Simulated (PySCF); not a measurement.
The third ionisation energy along group 14

Calculated with PySCF 2.14 from differences of total energies of unrestricted determinants, without spin-orbit coupling. Values in eV. The last column holds reference values (NIST; (s) semi-empirical, (t) theoretical, else measured). Unmarked ones compare directly (S terms, centres of terms, or small fine structure); those marked * lie between the lowest fine-structure levels and include a spin-orbit shift.

```
                         element                           configurations  SCS-MP2 (valence and next inner shell)    PBE0  r2SCAN  MP2 (valence)  CCSDT (valence)  FCI (valence)  reference
 C (ANO-RCC-VTZP, spin-free X2C)                      [He] 2s2 → [He] 2s1                                  47.239  47.056  46.644         46.979           47.805         47.805     47.888
Ge (ANO-RCC-VTZP, spin-free X2C)            [Ar] 3d10 4s2 → [Ar] 3d10 4s1                                  33.716  34.064  34.078         32.966           33.296         33.296     34.058
Sn (ANO-RCC-VTZP, spin-free X2C)            [Kr] 4d10 5s2 → [Kr] 4d10 5s1                                  30.391  30.321  30.288         29.170           29.421         29.421     30.506
Pb (ANO-RCC-VTZP, spin-free X2C)  [Xe] 4f14 5d10 6s2 → [Xe] 4f14 5d10 6s1                                  31.820  31.754  31.875         30.337           30.508         30.508     31.937
```

**Question.** Fill in the row of Si (ANO-RCC-VTZP, spin-free X2C) ([Ne] 3s2 → [Ne] 3s1).

**Answer.** SCS-MP2 (valence and next inner shell) 33.107; PBE0 33.315; r2SCAN 32.941; MP2 (valence) 32.891; CCSDT (valence) 33.252; FCI (valence) 33.252; reference 33.493 (eV).

"Valence" correlates the outer s and p shells and, in groups 3 to 12 and the f block, the outer d or f shell, open or full, or the next shell where the ion has no valence electron left; the wider scheme adds the next inner shell.
